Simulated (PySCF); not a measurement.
## Polarisability and C₆ of Co (cobalt, neutral)

[Ar] 3d7 4s2, high-spin 4F determinant. Calculation: PySCF 2.14, in aug-cc-pwCVTZ-DK; scalar relativity by spin-free X2C-1e. Coupled (time-dependent) response in atomic units; α is the mean over directions.

| method | mean α (bohr³) | C₆ (like pair) | S(−4) |
| --- | --- | --- | --- |
| TPSSh | 57.13 | 493.1 | 1756 |

S(−4) is the Cauchy moment in α(ω) = α(0) + S(−4) ω² + …

Reference α: 55 ± 4 bohr³ (recommended; Schwerdtfeger and Nagle, table of static dipole polarizabilities (2023 update)). Published C₆: 408.0 (Chu and Dalgarno (2004); Tang, Norbeck and Certain (1976)).

α(iu) at TPSSh:

```json
{"u (hartree)": "0", "α(iu) (bohr³)": "57.13"}
{"u (hartree)": "0.0500", "α(iu) (bohr³)": "53.12"}
{"u (hartree)": "0.100", "α(iu) (bohr³)": "44.30"}
{"u (hartree)": "0.200", "α(iu) (bohr³)": "27.76"}
{"u (hartree)": "0.300", "α(iu) (bohr³)": "17.99"}
{"u (hartree)": "0.500", "α(iu) (bohr³)": "9.402"}
{"u (hartree)": "0.750", "α(iu) (bohr³)": "5.524"}
{"u (hartree)": "1.00", "α(iu) (bohr³)": "3.816"}
{"u (hartree)": "1.50", "α(iu) (bohr³)": "2.272"}
{"u (hartree)": "2.00", "α(iu) (bohr³)": "1.560"}
{"u (hartree)": "3.00", "α(iu) (bohr³)": "0.8973"}
{"u (hartree)": "5.00", "α(iu) (bohr³)": "0.4253"}
```

A single London oscillator, α(iu) = α/(1 + u²/ω²), gives C₆ = (3/4) ω α². Matching the computed C₆ needs ω = 4 × 493.1 / (3 × 57.13²) = 0.201 hartree.
